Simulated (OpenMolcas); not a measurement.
# Mn III: effect of correlating more closed shells

| Item | Value |
| --- | --- |
| Program | OpenMolcas 26.06 |
| Basis | ANO-RCC-VTZP [6s5p3d2f1g] |
| Scalar Hamiltonian | DKH2, point nucleus |
| Active space | 5 electrons in 5 orbitals (3d) |
| State averaging | 2S+1 = 6 even, 1 root; 2S+1 = 4 even, 24 roots; 2S+1 = 2 even, 75 roots |
| Spin-orbit coupling | state interaction with AMFI integrals over the reference wave functions, term energies averaged over their components |

Methods on the same reference wave functions:
A. CASSCF
B. MS-CASPT2, IPEA 0.25 Eh, imaginary shift 0.1 Eh (closed shells correlated: none)
C. MS-CASPT2, IPEA 0.25 Eh, imaginary shift 0.1 Eh (closed shells correlated: 3s 3p)
D. MS-CASPT2, IPEA 0.25 Eh, imaginary shift 0.1 Eh (closed shells correlated: 2s 2p 3s 3p)

Energies in eV above 3d5 6S 5/2, the measured ground level; measured values from Corliss and Sugar, J. Phys. Chem. Ref. Data 6, 1253 (1977).

```json
{"Level": "3d5 6S 5/2", "A": "0.0000", "B": "0.0000", "C": "0.0000", "D": "0.0000", "Measured": "0.0000"}
{"Level": "3d5 4G 5/2", "A": "3.9893", "B": "3.684", "C": "3.460", "D": "3.464", "Measured": ""}
{"Level": "3d5 4G 7/2", "A": "3.9910", "B": "3.686", "C": "3.462", "D": "3.466", "Measured": "3.3302"}
{"Level": "3d5 4G 11/2", "A": "3.9914", "B": "3.687", "C": "3.463", "D": "3.467", "Measured": "3.3258"}
{"Level": "3d5 4G 9/2", "A": "3.9919", "B": "3.687", "C": "3.463", "D": "3.467", "Measured": ""}
{"Level": "3d5 4P 5/2", "A": "4.5891", "B": "3.969", "C": "3.798", "D": "3.796", "Measured": "3.6163"}
{"Level": "3d5 4P 3/2", "A": "4.5937", "B": "3.973", "C": "3.802", "D": "3.801", "Measured": ""}
{"Level": "3d5 4P 1/2", "A": "4.5991", "B": "3.977", "C": "3.808", "D": "3.806", "Measured": ""}
{"Level": "3d5 4D 7/2", "A": "4.9605", "B": "4.449", "C": "4.158", "D": "4.157", "Measured": "4.0056"}
{"Level": "3d5 4D 1/2", "A": "4.9657", "B": "4.454", "C": "4.164", "D": "4.162", "Measured": "4.0132"}
{"Level": "3d5 4D 3/2", "A": "4.9698", "B": "4.457", "C": "4.168", "D": "4.166", "Measured": ""}
{"Level": "3d5 4D 5/2", "A": "4.9709", "B": "4.457", "C": "4.169", "D": "4.167", "Measured": "4.0151"}
{"Level": "3d5 2I 11/2", "A": "5.6741", "B": "5.366", "C": "5.061", "D": "5.072", "Measured": "4.8570"}
{"Level": "3d5 2I 13/2", "A": "5.6780", "B": "5.371", "C": "5.066", "D": "5.077", "Measured": "4.8573"}
{"Level": "3d5 2D 5/2(1) [74 %]", "A": "6.3883", "B": "5.661", "C": "5.362", "D": "5.362", "Measured": "5.1129"}
{"Level": "3d5 2D 3/2(1)", "A": "6.4360", "B": "5.707", "C": "5.402", "D": "5.401", "Measured": "5.1540"}
{"Level": "3d5 2F 7/2(1)", "A": "6.5556", "B": "5.830", "C": "5.556", "D": "5.556", "Measured": "5.2825"}
{"Level": "3d5 2F 5/2(1) [70 %]", "A": "6.6127", "B": "5.884", "C": "5.606", "D": "5.606", "Measured": "5.3444"}
{"Level": "3d5 4F 9/2", "A": "6.6766", "B": "5.926", "C": "5.670", "D": "5.668", "Measured": "5.4024"}
{"Level": "3d5 4F 7/2", "A": "6.6799", "B": "5.929", "C": "5.673", "D": "5.671", "Measured": "5.4060"}
{"Level": "3d5 4F 5/2", "A": "6.6876", "B": "5.938", "C": "5.680", "D": "5.678", "Measured": "5.4142"}
{"Level": "3d5 4F 3/2", "A": "6.6914", "B": "5.940", "C": "5.684", "D": "5.682", "Measured": "5.4150"}
{"Level": "3d5 2H 9/2", "A": "6.9573", "B": "6.343", "C": "6.068", "D": "6.073", "Measured": "5.7672"}
{"Level": "3d5 2H 11/2", "A": "6.9728", "B": "6.360", "C": "6.094", "D": "6.099", "Measured": "5.7864"}
```

Deviations, from unrounded energies. A percentage is the sum of absolute deviations over the sum of measured energies, with the sign that they share, or ± where signs differ.

| Against measurement | Levels | A | B | C | D |
| --- | --- | --- | --- | --- | --- |
| mean absolute deviation (cm-1) | 18 | 8700 | 4000 | 1800 | 1800 |
| other terms of the ground configuration (%) | 18 | +22.5 | +10.3 | +4.7 | +4.7 |

C, D lie about equally close to measurement and A furthest from it. The largest miss of C in the table is 3d5 2H 11/2, by +2500 cm-1. The ranking rests on the paired levels alone, and a cruder setting can come out closer through cancelling errors.

Among B to D the level of the table that moves most is 3d5 2D 3/2(1), by 2500 cm-1 (lowest in D, highest in B). Moves below CASPT2's spread within the term are not significant.

The two smallest mean deviations differ by little beside CASPT2's spread within terms, so their order carries little weight.

From A to B the spin-free energies of the other terms of 3d5 shown, above 6S, scale by factors of 0.86 to 0.95, as is usual when dynamic correlation screens the repulsion within a d or f shell.

The lowest spin-free term lies below A's lowest term by 0.079 hartree in B, 0.419 hartree in C, 0.459 hartree in D.

What an inner shell adds also hangs on whether the basis holds functions to correlate it.

CASPT2 does not keep the components of a term degenerate, so their means are used; among the terms shown or strongly mixed into the levels shown the widest spread is 880 cm-1 (3d5 4F, D). Without dynamic correlation excited terms often stand tens of per cent too high (terms of higher spin than the ground term too low), and those without a measured partner can miss by more than the paired ones (holds for A). Blocks of more than 70 roots (2S+1 = 2 even) ran without multistate coupling (holds for B; C; D). Measured partners are found by configuration, term and J. A level has none where our copy of the source lacks it or the pairing is in doubt (some pairs that miss far off the trend of their configuration count as doubtful), and it then counts in no deviation. Levels of configurations outside the active space are missing. Levels that lie high or do not pair safely by name in every column are left out.

A share in square brackets marks a mixed level and gives the weight of the term that names it, the lowest over the columns. A number in round brackets counts repeated terms of one configuration in the order of the reference energies.
